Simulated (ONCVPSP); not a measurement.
# Scattering properties, ONCV potential for silver

ONCVPSP 4.0.1 input, shortened (lines: element, Z, core and valence counts, functional; n l f; lmax; l rc ep ncon nbas qcut; lloc lpopt rc5 dvloc0; l nproj debl; icmod fcfact rcfact), LDA (Perdew-Zunger), scalar-relativistic:

```
  Ag 47.00    6    4        3      upf
    1    0    2.00
    2    0    2.00
    2    1    6.00
    3    0    2.00
    3    1    6.00
    3    2   10.00
    4    0    2.00
    4    1    6.00
    4    2   10.00
    5    0    1.00
    3
    0    1.75    0.00    4    9    6.20
    1    1.25    0.00    4    8   13.10
    2    1.55    0.00    4    9   12.00
    3    1.70    0.37    4    8    6.20
    4    5    0.90    0.00
    0    2    2.80
    1    2    2.70
    2    2    1.70
    3    2    2.80
    0    0.00    0.00
```

The phase is arctan(r·R′/R) of the radial function R(r), unwrapped; energies in Ha, scanned from -5 to 5 Ha. A pole is an energy at which the radial function vanishes at the test radius. The pseudo phase is shifted by a multiple of π to meet the all-electron one at the reference energy, and phase errors are pseudo minus all-electron; the curves can meet again beyond the range given. Levels narrower than the energy grid can be missing from the lists of poles.

```json
{"channel": "s", "radius (bohr)": "1.77", "reference energy (Ha)": "-0.17", "poles, all-electron": "-3.35, 4.52", "poles, pseudo": "-3.35, 2.31, 4.88", "unbroken range about the reference energy with phases within 0.05 rad": "below 2.0", "phase error 1 Ha above the reference energy (rad)": "-0.007"}
{"channel": "p", "radius (bohr)": "1.27", "reference energy (Ha)": "-2.16", "poles, all-electron": "-0.16", "poles, pseudo": "-0.16", "unbroken range about the reference energy with phases within 0.05 rad": "the whole range", "phase error 1 Ha above the reference energy (rad)": "-0.000"}
{"channel": "d", "radius (bohr)": "1.57", "reference energy (Ha)": "-0.28", "poles, all-electron": "0.88", "poles, pseudo": "0.88", "unbroken range about the reference energy with phases within 0.05 rad": "the whole range", "phase error 1 Ha above the reference energy (rad)": "+0.000"}
{"channel": "f", "radius (bohr)": "1.72", "reference energy (Ha)": "0.37", "poles, all-electron": "3.02", "poles, pseudo": "3.02", "unbroken range about the reference energy with phases within 0.05 rad": "below 4.5", "phase error 1 Ha above the reference energy (rad)": "-0.003"}
```

Note: no bound ghost flagged; GHOST(+) flagged for s at 65.6 eV.

Phases in the d channel:

```
E (Ha)  all-electron  pseudo
 -4.96         1.304   1.304
 -4.48         1.283   1.283
 -4.00         1.257   1.257
 -3.52         1.223   1.223
 -3.04         1.176   1.176
 -2.56         1.106   1.106
 -2.08         0.990   0.990
 -1.60         0.761   0.761
 -1.12         0.210   0.210
 -0.64        -0.700  -0.700
 -0.16        -1.208  -1.208
  0.32        -1.430  -1.430
  0.80        -1.554  -1.554
  1.28        -1.643  -1.643
  1.76        -1.722  -1.722
  2.24        -1.805  -1.805
  2.72        -1.911  -1.911
  3.20        -2.074  -2.075
  3.68        -2.376  -2.377
  4.16        -2.981  -2.984
  4.64        -3.708  -3.711
```
